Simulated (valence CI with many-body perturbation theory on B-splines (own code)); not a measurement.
## E1 line list for Os XLVI

Method: valence CI with perturbative core correlation (CI+MBPT): three valence electrons over a frozen Dirac-Fock core [Ar] 3d10, a basis of 11 s, 11 p, 10 d, 8 f, 5 g, 2 h functions for each j, with the one-electron correlation potential Σ1, the two-electron term Σ2, the three-electron term Σ3, Breit, model QED; selected CI, second order for the rest, scaled by the run's own slope (own B-spline code, finite nucleus).

No measured spectrum was set against this ion. As an estimate, large intervals hold to a few tenths of a per cent, small ones and those within an open d or f shell to about a per cent.

Lines 151 to 200 of 534 in falling wavelength, among levels below 888.07 eV, chosen from the strongest by gf and those to the six lowest levels. Wavelengths and rates use the calculated energies. Electric multipoles are in the length gauge, E1 and E2 with the static RPA response of the core. Weak lines are less certain than strong ones. Lines between different terms over intervals too small for the method are left out, as are lines whose strength nearly cancels. The highest levels of a list are the least certain.

Levels are named by their leading jj configuration (3d3/2^4 stands for four electrons in 3d with j = 3/2), which in mixed levels can hold well under half, so a name can repeat and another be missing. Letters in brackets count levels of one name in rising energy.

```
λ vac (nm)                          Upper                          Lower   A (s⁻¹)  S (a.u.)
     6.483     (4s 4d5/2 4f5/2) J=5/2 [b]     (4s 4p3/2 4f5/2) J=3/2 [a]  2.09e+11  1.68e-01
     6.481      (4p1/2 4p3/2 4d3/2) J=7/2     (4s 4p1/2 4d5/2) J=5/2 [b]  5.79e+10  6.22e-02
     6.476        (4s 4p3/2 4f7/2) J=11/2         (4s 4p3/2 4d5/2) J=9/2  3.20e+11  5.14e-01
     6.475         (4s 4d5/2 4f7/2) J=9/2     (4s 4p3/2 4f7/2) J=9/2 [a]  3.29e+11  4.41e-01
     6.468          (4p3/2^2 4d5/2) J=3/2                (4p3/2^3) J=3/2  7.23e+11  3.86e-01
     6.465     (4s 4p3/2 4d5/2) J=7/2 [a]             (4s 4p3/2^2) J=5/2  1.45e+11  1.55e-01
     6.463     (4s 4d5/2 4f7/2) J=7/2 [a]     (4s 4p3/2 4f7/2) J=7/2 [a]  1.00e+11  1.07e-01
     6.461     (4s 4d3/2 4d5/2) J=3/2 [a]     (4s 4p3/2 4d3/2) J=1/2 [a]  1.93e+11  1.03e-01
     6.458  (4p1/2 4p3/2 4d5/2) J=7/2 [b]          (4p1/2 4p3/2^2) J=5/2  5.88e+11  6.25e-01
     6.441     (4s 4p1/2 4d5/2) J=5/2 [a]     (4s 4p1/2 4p3/2) J=3/2 [a]  3.55e+11  2.81e-01
     6.420     (4s 4p3/2 4f7/2) J=7/2 [b]     (4s 4p3/2 4d5/2) J=5/2 [a]  1.93e+11  2.02e-01
     6.416     (4s 4d3/2 4d5/2) J=7/2 [b]     (4s 4p3/2 4d3/2) J=5/2 [a]  7.86e+10  8.19e-02
     6.407     (4s 4p3/2 4d5/2) J=3/2 [b]             (4s 4p3/2^2) J=1/2  3.67e+11  1.90e-01
     6.400     (4s 4p3/2 4d5/2) J=5/2 [b]             (4s 4p3/2^2) J=3/2  7.46e+11  5.79e-01
     6.391             (4s 4d5/2^2) J=5/2     (4s 4p3/2 4d5/2) J=5/2 [a]  3.31e+11  2.56e-01
     6.390  (4p1/2 4p3/2 4f5/2) J=5/2 [b]  (4p1/2 4p3/2 4d3/2) J=3/2 [b]  2.57e+11  1.98e-01
     6.382  (4p1/2 4p3/2 4f7/2) J=7/2 [b]  (4p1/2 4p3/2 4d3/2) J=5/2 [b]  2.07e+11  2.13e-01
     6.382    (4s 4d5/2 4f7/2) J=11/2 [a]     (4s 4p3/2 4f7/2) J=9/2 [a]  1.08e+11  1.67e-01
     6.378  (4p1/2 4p3/2 4d5/2) J=5/2 [b]          (4p1/2 4p3/2^2) J=3/2  8.13e+11  6.25e-01
     6.377  (4p1/2 4p3/2 4d5/2) J=5/2 [b]          (4p1/2 4p3/2^2) J=5/2  1.03e+11  7.90e-02
     6.370         (4s 4d5/2^2) J=9/2 [b]     (4s 4p3/2 4d5/2) J=7/2 [a]  4.55e+11  5.81e-01
     6.369  (4p1/2 4p3/2 4f5/2) J=3/2 [b]  (4p1/2 4p3/2 4d3/2) J=1/2 [b]  1.59e+11  8.13e-02
     6.365     (4s 4p3/2 4f7/2) J=5/2 [a]     (4s 4p3/2 4d3/2) J=3/2 [b]  1.46e+11  1.12e-01
     6.364         (4s 4d5/2^2) J=9/2 [a]         (4s 4p3/2 4d5/2) J=9/2  8.50e+10  1.08e-01
     6.359     (4s 4p1/2 4d5/2) J=5/2 [b]         (4s 4p1/2 4p3/2) J=5/2  1.25e+11  9.48e-02
     6.338      (4p3/2^2 4d5/2) J=5/2 [b]                (4p3/2^3) J=3/2  1.04e+12  7.87e-01
     6.334         (4s 4p1/2 4d5/2) J=3/2         (4s 4p1/2 4p3/2) J=5/2  3.38e+10  1.69e-02
     6.328         (4s 4p1/2 4f5/2) J=3/2         (4s 4p1/2 4d3/2) J=1/2  1.43e+11  7.13e-02
     6.310    (4s 4d5/2 4f7/2) J=11/2 [b]         (4s 4d5/2^2) J=9/2 [a]  5.09e+10  7.58e-02
     6.306  (4p1/2 4p3/2 4f5/2) J=7/2 [b]  (4p1/2 4p3/2 4d3/2) J=5/2 [b]  4.46e+11  4.41e-01
     6.304     (4s 4d5/2 4f5/2) J=9/2 [a]         (4s 4d3/2 4d5/2) J=9/2  1.35e+11  1.67e-01
     6.300         (4s 4d5/2 4f7/2) J=5/2     (4s 4p3/2 4f7/2) J=7/2 [a]  1.54e+11  1.14e-01
     6.262     (4s 4d3/2 4f7/2) J=7/2 [a]             (4s 4d3/2^2) J=5/2  7.32e+10  7.09e-02
     6.259     (4s 4d3/2 4d5/2) J=5/2 [b]     (4s 4p3/2 4d3/2) J=3/2 [a]  1.53e+11  1.11e-01
     6.227          (4p3/2^2 4d5/2) J=7/2     (4s 4p3/2 4d5/2) J=5/2 [b]  7.38e+11  7.04e-01
     6.226     (4s 4d5/2 4f5/2) J=1/2 [a]     (4s 4d3/2 4d5/2) J=3/2 [b]  2.84e+11  6.76e-02
     6.204    (4s 4d5/2 4f7/2) J=11/2 [b]        (4s 4p3/2 4f7/2) J=11/2  1.36e+11  1.92e-01
     6.196     (4s 4d5/2 4f7/2) J=7/2 [b]     (4s 4p3/2 4f7/2) J=7/2 [a]  7.70e+10  7.23e-02
     6.196         (4s 4d3/2 4f5/2) J=1/2             (4s 4d3/2^2) J=1/2  3.38e+11  7.94e-02
     6.187      (4p1/2 4d3/2 4d5/2) J=9/2         (4s 4p1/2 4f5/2) J=7/2  1.05e+11  1.23e-01
     6.186     (4s 4p3/2 4f5/2) J=7/2 [a]     (4s 4p3/2 4d3/2) J=5/2 [a]  2.14e+11  2.00e-01
     6.180     (4s 4d5/2 4f5/2) J=9/2 [b]     (4s 4p3/2 4f5/2) J=7/2 [a]  1.54e+11  1.80e-01
     6.180     (4s 4d5/2 4f5/2) J=5/2 [a]     (4s 4d3/2 4d5/2) J=5/2 [a]  1.85e+11  1.29e-01
     6.174     (4s 4d3/2 4f5/2) J=5/2 [b]             (4s 4d3/2^2) J=5/2  1.75e+11  1.22e-01
     6.166             (4s 4d5/2^2) J=3/2     (4s 4p3/2 4d5/2) J=3/2 [a]  1.33e+11  6.18e-02
     6.164         (4s 4d5/2^2) J=9/2 [a]         (4s 4p3/2 4d3/2) J=7/2  5.29e+11  6.12e-01
     6.163      (4p1/2 4p3/2 4f5/2) J=9/2      (4p1/2 4p3/2 4d3/2) J=7/2  5.14e+11  5.94e-01
     6.158     (4s 4p1/2 4p3/2) J=3/2 [a]             (4s^2 4p1/2) J=1/2  3.74e+09  1.72e-03
     6.136     (4s 4d5/2 4f7/2) J=7/2 [a]     (4s 4d3/2 4d5/2) J=7/2 [b]  7.77e+10  7.08e-02
     6.134     (4s 4p3/2 4d5/2) J=7/2 [b]             (4s 4p3/2^2) J=5/2  8.64e+11  7.87e-01
```
